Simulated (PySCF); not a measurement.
Isomers of C4H7N3OSi, mass 141.036 u with the commonest isotopes. Method used: B3LYP/def2-SVPD in PySCF (dipole) on a GFN2-xTB geometry, gas phase. One conformer each, none proved a minimum here; rigid rotors.

Question: Order these by rotational constant A, smallest first.
A. `[CH2:1]=[N:2][Si@:3]([NH2:4])([CH:5]=[O:6])[CH2:7][C:8]#[N:9]` with C1–N2–Si3–N4 133°, N2–Si3–N4–H 75° and -64°, N2–Si3–C5–O6 -38°, N2–Si3–C7–C8 -78°
B. `[CH2:1]=[CH:2][c:3]1[n:4][nH:5][c:6]([O:7][SiH3:8])[n:9]1` with C1–C2–C3–N4 180°, N5–C6–O7–Si8 180°
C. `[NH2:1][SiH2:2][n:3]1[cH:4][n:5][c:6]([CH:7]=[O:8])[cH:9]1` with H–N1–Si2–N3 -171° and 47°, N1–Si2–N3–C4 27°, N5–C6–C7–O8 180°
D. `[N:1]#[C:2][Si@@H:3]1[NH:4][CH2:5][CH2:6][N:7]1[CH:8]=[O:9]` with C6–N7–C8–O9 175°, C2–Si3–N4–C5 -97°, Si3–N4–C5–C6 -28°, N4–C5–C6–N7 30°, C5–C6–N7–C8 164°
E. `[O:1]=[CH:2][SiH2:3][CH2:4][c:5]1[n:6][cH:7][n:8][nH:9]1` with O1–C2–Si3–C4 6°, C2–Si3–C4–C5 -69°, Si3–C4–C5–N6 -105°
F. `[OH:1][SiH2:2][NH:3][c:4]1[cH:5][n:6][cH:7][n:8][cH:9]1` with H–O1–Si2–N3 180°, O1–Si2–N3–C4 61°, Si2–N3–C4–C5 -2°

Answer: D (1762 MHz), A (2044 MHz), E (2614 MHz), B (2785 MHz), F (3736 MHz), C (4360 MHz).

Question: Order these by dipole moment, smallest first.
A. `[OH:1][SiH2:2][NH:3][c:4]1[cH:5][n:6][cH:7][n:8][cH:9]1` with H–O1–Si2–N3 180°, O1–Si2–N3–C4 61°, Si2–N3–C4–C5 -2°
B. `[NH2:1][SiH2:2][n:3]1[cH:4][n:5][c:6]([CH:7]=[O:8])[cH:9]1` with H–N1–Si2–N3 -171° and 47°, N1–Si2–N3–C4 27°, N5–C6–C7–O8 180°
C. `[CH2:1]=[N:2][Si@:3]([NH2:4])([CH:5]=[O:6])[CH2:7][C:8]#[N:9]` with C1–N2–Si3–N4 133°, N2–Si3–N4–H 75° and -64°, N2–Si3–C5–O6 -38°, N2–Si3–C7–C8 -78°
D. `[CH2:1]=[CH:2][c:3]1[n:4][nH:5][c:6]([O:7][SiH3:8])[n:9]1` with C1–C2–C3–N4 180°, N5–C6–O7–Si8 180°
E. `[O:1]=[CH:2][SiH2:3][CH2:4][c:5]1[n:6][cH:7][n:8][nH:9]1` with O1–C2–Si3–C4 6°, C2–Si3–C4–C5 -69°, Si3–C4–C5–N6 -105°
F. `[N:1]#[C:2][Si@@H:3]1[NH:4][CH2:5][CH2:6][N:7]1[CH:8]=[O:9]` with C6–N7–C8–O9 175°, C2–Si3–N4–C5 -97°, Si3–N4–C5–C6 -28°, N4–C5–C6–N7 30°, C5–C6–N7–C8 164°

Answer: D (2.15 D), C (2.97 D), E (4.14 D), A (4.70 D), F (6.69 D), B (6.94 D).

Question: Order these by rotational constant C, smallest first.
A. `[NH2:1][SiH2:2][n:3]1[cH:4][n:5][c:6]([CH:7]=[O:8])[cH:9]1` with H–N1–Si2–N3 -171° and 47°, N1–Si2–N3–C4 27°, N5–C6–C7–O8 180°
B. `[OH:1][SiH2:2][NH:3][c:4]1[cH:5][n:6][cH:7][n:8][cH:9]1` with H–O1–Si2–N3 180°, O1–Si2–N3–C4 61°, Si2–N3–C4–C5 -2°
C. `[O:1]=[CH:2][SiH2:3][CH2:4][c:5]1[n:6][cH:7][n:8][nH:9]1` with O1–C2–Si3–C4 6°, C2–Si3–C4–C5 -69°, Si3–C4–C5–N6 -105°
D. `[N:1]#[C:2][Si@@H:3]1[NH:4][CH2:5][CH2:6][N:7]1[CH:8]=[O:9]` with C6–N7–C8–O9 175°, C2–Si3–N4–C5 -97°, Si3–N4–C5–C6 -28°, N4–C5–C6–N7 30°, C5–C6–N7–C8 164°
E. `[CH2:1]=[CH:2][c:3]1[n:4][nH:5][c:6]([O:7][SiH3:8])[n:9]1` with C1–C2–C3–N4 180°, N5–C6–O7–Si8 180°
F. `[CH2:1]=[N:2][Si@:3]([NH2:4])([CH:5]=[O:6])[CH2:7][C:8]#[N:9]` with C1–N2–Si3–N4 133°, N2–Si3–N4–H 75° and -64°, N2–Si3–C5–O6 -38°, N2–Si3–C7–C8 -78°

Answer: A (623.0 MHz), E (677.1 MHz), B (700.8 MHz), C (792.8 MHz), F (840.7 MHz), D (918.6 MHz).

| SMILES | point group | Ia (u·Å²) | Ib (u·Å²) | Ic (u·Å²) | κ | μa (D) | μb (D) | μc (D) |
| --- | --- | --- | --- | --- | --- | --- | --- | --- |
| N#C[Si@@H]1NCCN1C=O | C1 | 286.82 | 353.23 | 550.15 | 0.21 | 6.58 | 1.19 | 0.31 |
| C=Cc1n[nH]c(O[SiH3])n1 | Cs | 181.48 | 570.76 | 746.37 | -0.80 | 2.12 | 0.35 | 0.00 |
| O=C[SiH2]Cc1ncn[nH]1 | C1 | 193.36 | 506.49 | 637.47 | -0.77 | 3.92 | 1.34 | 0.24 |
| C=N[Si@](N)(C=O)CC#N | C1 | 247.23 | 539.01 | 601.13 | -0.84 | 2.86 | 0.53 | 0.57 |
| N[SiH2]n1cnc(C=O)c1 | C1 | 115.91 | 712.16 | 811.26 | -0.95 | 6.91 | 0.29 | 0.63 |
| O[SiH2]Nc1cncnc1 | C1 | 135.29 | 627.04 | 721.14 | -0.93 | 4.54 | 1.18 | 0.32 |
